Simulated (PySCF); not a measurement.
CH₅BrO₂Si. Atoms are numbered in the order given.

```xyz
10

C      2.1986    -0.0299    -0.5480
Si     0.3776     0.2478    -0.7249
O     -0.3250    -0.6320    -1.9433
O      0.1467     1.8584    -1.0032
Br    -0.6613    -0.3891     1.1844
H      2.6076     0.6069     0.2508
H      2.7084     0.2208    -1.4920
H      2.4102    -1.0810    -0.3015
H     -0.8832    -1.3736    -1.6825
H     -0.7493     2.1430    -1.2211
```

Geometry optimised at B3LYP-D3(BJ)/def2-SVP. The structure was generated by enumeration, and PubChem lists no compound with its InChIKey, so it may never have been made. The values are those of a single conformer.

These are B3LYP/pcSseg-1 in PySCF values and carry that method's errors.

GIAO shieldings, no solvent; atoms listed in one row are averaged. δ = σ(ref) − σ: ¹³C against TMS (σ = 181.3 ppm); ²⁹Si against TMS (σ = 338.7 ppm); ¹⁷O against H2O (σ = 333.8 ppm); ¹H against TMS (σ = 31.68 ppm), references at their B3LYP-D3(BJ)/def2-TZVP geometries, non-relativistic (without spin–orbit terms, shifts of atoms bonded to Cl or Br come out too high).

Computed chemical shifts:
| nucleus | atoms | count | δ (ppm) |
|---|---|---|---|
| ¹³C | C1 | 1 | 5.3 |
| ²⁹Si | Si2 | 1 | -0.9 |
| ¹⁷O | O3 | 1 | 91.9 |
| ¹⁷O | O4 | 1 | 87.9 |
| ¹H | H10 | 1 | 2.68 |
| ¹H | H9 | 1 | 2.39 |
| ¹H | H6, H7, H8 | 3 | 0.82 |
